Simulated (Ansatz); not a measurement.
Molecule: sum formula CrOBr$_{3}$, net charge 0, doublet state. The spin state was set by rule; other spins were not relaxed. SMILES: [Br][Cr]([Br])([Br])=[O]
Geometry from a B3LYP-D3(BJ)/def2-TZVP (Ansatz, a program for electronic structure) optimisation:
```
Cr
O 1 1.5345
Br 1 2.2737 2 113.41
Br 1 2.2737 2 113.41 3 -131.85
Br 1 2.2938 2 105.73 4 -114.08
```
Charge 0, spin multiplicity 2.

Wanted: atomisation energy (electronic, to ground-state atoms), in kcal/mol. Correlated levels leave the core frozen unless marked. UHF or UKS for open shells. Spin-orbit coupling is left out. The frozen core is the preceding noble-gas configuration, with the filled d and f shells of earlier blocks. Non-relativistic.  The program attaches cautions to a run behind MP2/def2-TZVPP: large difference. The program attaches cautions to a run behind CCSD(T)/def2-SVP: large difference.

```tsv
level	program	atomisation energy (kcal/mol)
CAM-B3LYP/def2-TZVPD	Ansatz	281.9
wB97M-V/def2-TZVPD	Ansatz	281.9
B2PLYP-D4/def2-TZVPD	Ansatz + dftd4	313.9
MP2/def2-TZVPP	Ansatz	250.8
RI-MP2/def2-QZVPP	Ansatz	225.0
CCSD(T)/def2-SVP	Ansatz	259.5
```

The UHF reference is spin-contaminated (<S^2> 0.85 over the pure value in the largest basis). The T1 diagnostic of CCSD in the largest basis is 0.108, which is high, so the coupled-cluster rows are less sure than usual.
